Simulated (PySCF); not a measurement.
Te(Br)(Et) (C2H5BrTe), SMILES CC[Te]Br. Geometry optimised at B3LYP-D3(BJ)/def2-SVP. The def2 effective core potentials stand for the cores of Te; spin–orbit coupling is left out. Other conformers were not sampled.

Computed equilibrium geometry at B3LYP-D3(BJ)/def2-SVP (PySCF confirms it by a frequency run) as bond lengths and angles (one conformer of several):
Atoms: Te1 Br2 C3 C4 H5 H6 H7 H8 H9. Bond lengths (Å): Te1–Br2 2.552, Te1–C3 2.189, C3–C4 1.518, C3–H5 1.103, C3–H6 1.099, C4–H7 1.101, C4–H8 1.100, C4–H9 1.104. Bond angles (°): Br2–Te1–C3 94.7, Te1–C3–C4 114.2, Te1–C3–H5 102.9, Te1–C3–H6 105.7, C4–C3–H5 112.7, C4–C3–H6 112.7, H5–C3–H6 108.0, C3–C4–H7 111.0, C3–C4–H8 111.6, C3–C4–H9 110.1, H7–C4–H8 108.0, H7–C4–H9 107.8, H8–C4–H9 108.2.
